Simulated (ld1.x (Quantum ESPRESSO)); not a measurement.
Before and after: TM potential for manganese

- Element: manganese
- Generator: ld1.x (Quantum ESPRESSO) 7.5
- Type: norm-conserving Troullier–Martins (Kleinman–Bylander form)
- Functional: LDA (PZ)
- Relativity: fully relativistic
- Frozen core: [Ne] 3s2
- Valence charge: 13
- Reference configuration: 3p6 3d5 4s1.5 4p0 (charge +0.5)
- Partial waves: 4s (bound): rc 2.20 bohr; 3p (bound): rc 1.05 bohr; 3d (bound): rc 1.30 bohr; 4f channel at 0.3 Ry: rc 1.90 bohr
- Local potential: the f channel
- Core correction: Bessel-smoothed model core, default radius (core density twice the valence density)

Open shells are filled in proportion to 2j + 1 (rel_dist='average').

Change: wave 4f channel at 0.3 Ry: rc 1.90 bohr becomes 4f channel at 0.3 Ry: rc 1.22 bohr.

Cutoffs: the cutoffs (Ry, on a coarse ladder) from which the occupation-weighted sum of valence levels, in a spherical-Bessel basis at the reference potential, stays within 10 and 1 mRy of its value at 400 Ry; they do not see the model core or the augmentation charge, which bear on the density cutoff. Errors are all-electron minus pseudo energies relative to the spin-unpolarised reference configuration.

What does the change do?

The potential gets neither clearly harder nor softer (140 Ry and 180 Ry → 140 Ry and 180 Ry); both files keep a bound ghost (s); of the 7 tests that both files solve, the error grows in 1 and shrinks in 5 by more than 15 % and 0.3 meV (median size 10.0 → 13.4 meV); the range in which the s phases agree narrows (upper end 4.3 → 2.0); the range in which the p1/2 phases agree widens (upper end -0.1 → at the end of the scan).

```csv
quantity,base,changed
"cutoff, loose",140 Ry,140 Ry
"cutoff, tight",180 Ry,180 Ry
loose cutoff by channel (10 mRy a level),"s 12 Ry, p 50 Ry, d 110 Ry","s 8 Ry, p 50 Ry, d 110 Ry"
bound ghosts,s,s
"error for 3p6 3d5 4s2 4p0, meV [ΔE -3.47 eV]",-1.3,-0.7
"error for 3p6 3d5 4s1 4p0, meV [ΔE 5.19 eV]",-1.9,-1.3
"error for 3p6 3d5 4s0 4p0, meV [ΔE 21.07 eV]",-23,-23
"error for 3p6 3d4 4s2 4p0, meV [ΔE 9.98 eV]",-105,-58
"error for 3p6 3d5 4s1 4p1, meV [ΔE 0.46 eV]",+47,+13
"error for 3p6 3d5.5 4s1.5 4p0, meV [ΔE -3.97 eV]",-10,-4.7
"error for 3p6 3d4 4s2 4p1, meV [ΔE 4.45 eV]",+5.6,-22
s: phases at 2.40 bohr within 0.05 rad from the reference energy up to (Ry; the scan ends near 5),4.3,2.0
p1/2: phases at 2.40 bohr within 0.05 rad from the reference energy up to (Ry; the scan ends near 5),-0.1,to the end of the scan
p3/2: phases at 2.40 bohr within 0.05 rad from the reference energy up to (Ry; the scan ends near 5),-0.0,to the end of the scan
d3/2: phases at 2.40 bohr within 0.05 rad from the reference energy up to (Ry; the scan ends near 5),to the end of the scan,to the end of the scan
d5/2: phases at 2.40 bohr within 0.05 rad from the reference energy up to (Ry; the scan ends near 5),to the end of the scan,to the end of the scan
f5/2: phases at 2.40 bohr within 0.05 rad from the reference energy up to (Ry; the scan ends near 5),to the end of the scan,to the end of the scan
f7/2: phases at 2.40 bohr within 0.05 rad from the reference energy up to (Ry; the scan ends near 5),to the end of the scan,to the end of the scan
```

 A true bound ghost makes a file unfit for plane-wave use even where its test errors are small: the radial tests pick states by their node count and pass the ghost by.
